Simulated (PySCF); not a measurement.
# Spin states of LiZn

Unrestricted PBE0; basis Li def2-SVPD, Zn def2-SVPD; no relativity; PySCF 2.14. Outer shells of the fragments: Li 2s1; Zn 3d10 4s2.

Followed along the bond (rough minima from three points):

| 2Ms+1 | unpaired | ⟨S²⟩ at the start | R at minimum (Å) | Te (eV) |
| --- | --- | --- | --- | --- |
| 2 | σ ↑ | 0.76 | 2.90 | 0.00 |
| 2 | π ↑ | 0.75 | 2.40 | 0.77 |
| 4 | σ ↑↑, π ↑ | 3.75 | 2.84 | 3.39 |

Solutions found at the starting distance of 2.475 Å, counted from the lowest of them; the search is not exhaustive and high or unbound solutions are not listed, so other states can lie among these:

| 2Ms+1 | unpaired | term | E (eV) | ⟨S²⟩ | ⟨Lz²⟩ | μ (D) |
| --- | --- | --- | --- | --- | --- | --- |
| 2 | σ ↑ | ²Σ⁺ | 0.00 | 0.76 | 0.00 | -0.15 |
| 2 | π ↑ | ²Π | 0.66 | 0.75 | 1.00 | -2.32 |
| 4 | σ ↑↑, π ↑ | ⁴Π | 3.38 | 3.75 | 1.00 | -2.92 |
| 4 | σ ↑, π ↑↑ | ⁴Σ⁻ | 4.02 | 3.75 | 0.00 | -2.83 |
| 2 | σ ↑↑, π ↓ | mixed | 4.20 | 1.75 | 1.00 | -2.81 |
| 4 | σ ↑↑↑ | ⁴Σ⁺ | 4.25 | 3.75 | 0.00 | 5.00 |
| 4 | σ ↑, π ↑↑ | mixed | 6.05 | 3.75 | 2.00 | 2.56 |

A term symbol is given only where ⟨S²⟩ and ⟨Lz²⟩ are close to those of a pure state; real π, δ and φ orbitals otherwise mix terms. A positive dipole means Li(−)Zn(+).

Problem. Compare the gap between the two lowest followed solutions at the starting distance with the gap between their minima.

Solution. At PBE0 the second solution (doublet, unpaired electrons π ↑) lies +0.66 eV from the first (doublet, unpaired electrons σ ↑) at 2.475 Å and +0.77 eV at the minima; the two curves relax by different amounts, since their minima lie near 2.40 and 2.90 Å.

Counting both spins, an empty level lies below a filled one in some of these solutions, because spin and occupation are held.
